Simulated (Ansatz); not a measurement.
## Energy profile

The step: SiH₄O ([OH][SiH3]) + HCl → SiH₃ClO ([OH][SiH2][Cl]) + H₂; bonds formed: Si1–Cl7, H2–H6; bonds broken: Si1–H2, H6–Cl7 (atoms numbered as in the saddle structure below).

```tsv
atom	x (Å)	y (Å)	z (Å)
Si1	-0.4171	-0.3801	-0.1338
H2	1.2023	-0.9327	-0.2969
H3	-0.6760	-1.3507	-1.2273
H4	-0.9022	-0.9362	1.1371
O5	-0.9180	1.0006	-0.8153
H6	1.3439	-0.2732	0.2807
Cl7	1.0507	1.0854	1.3649
H8	-0.6838	1.7869	-0.3095
```

Electronic energies by CCSD(T) at an estimated basis limit (MP2 extrapolated from triple and quadruple zeta, plus CCSD(T) − MP2 in triple zeta), on PBE0-D4/def2-TZVP structures; SiH₅ClO, singlet; no counterpoise correction. Ansatz 0.2.0; basis: def2-TZVPP and def2-QZVPP; cores frozen in the correlated methods. Extrapolation: Hartree–Fock as exp(−7.88 √X), correlation as X^−2.97.

Problem. Give the profile in kJ/mol, counted from the separated reactants. (To be estimated.)

Solution. By the calculation:
```tsv
point	kJ/mol
separated: SiH₄O (linked as [OH][SiH3]; Si1, H2, H3, H4, O5, H8; singlet) + HCl (H6, Cl7; singlet)	0.0
start structure	-10.7
saddle	122.7
end structure	-93.8
```

No T1 diagnostic of these runs exceeds 0.013.

For scale, one of the runs: CCSD(T)/def2-TZVPP, 185 basis functions, launched by `ansatz run in.yaml --threads 2 --pin off --events-out ev --progress --plain --max-ram 4352MiB`. The run took 17 s on 2 CPU threads of an AMD EPYC 9R45 (shared host), with 1.8 GiB of host memory at its peak.
